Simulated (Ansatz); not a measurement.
Relaxation of CH₇GeNSi (11 atoms, charge 0, multiplicity 1), to a largest force component of 0.02 eV/Å in at most 50 steps.

Theory: RKS B3LYP/def2-SVP (Ansatz 0.2.0).

```xyz
11
Properties=species:S:1:pos:R:3
N -1.313 0.749 -0.231
C 0.058 0.579 -0.031
Si 0.358 -0.564 1.338
Ge 0.777 -0.972 -0.968
H -1.473 1.206 -1.212
H -1.676 1.536 0.439
H 0.727 1.490 -0.095
H 1.712 -0.357 2.038
H -0.775 -1.266 1.922
H -0.450 -1.706 -1.679
H 2.120 -0.752 -1.501
```

Problem. Where does it end, and by what steps?

Solution. It converged. After 7 steps the energy has fallen by 0.799 eV; H10 moved furthest, 0.22 Å.

| step | energy less start (eV) | largest force component (eV/Å) | accepted |
| --- | --- | --- | --- |
| 0 | 0.0000 | 3.607 | yes |
| 1 | -0.7127 | 1.398 | yes |
| 2 | -0.7931 | 0.283 | yes |
| 3 | -0.7846 | 0.316 | no |
| 4 | -0.7988 | 0.049 | yes |
| 5 | -0.7990 | 0.021 | yes |
| 6 | -0.7990 | 0.022 | no |
| 7 | -0.7991 | 0.006 | yes |

```xyz
11
Properties=species:S:1:pos:R:3
N -1.373 0.880 -0.259
C 0.040 0.647 -0.044
Si 0.453 -0.650 1.308
Ge 0.751 -1.028 -0.960
H -1.551 1.310 -1.168
H -1.765 1.499 0.452
H 0.734 1.508 -0.101
H 1.629 -0.367 2.177
H -0.701 -1.212 2.056
H -0.287 -1.758 -1.820
H 2.134 -0.887 -1.618
```

Time of the run: 27 s on 2 threads of Arm Neoverse V2 (shared host), peak memory 0.27 GiB.
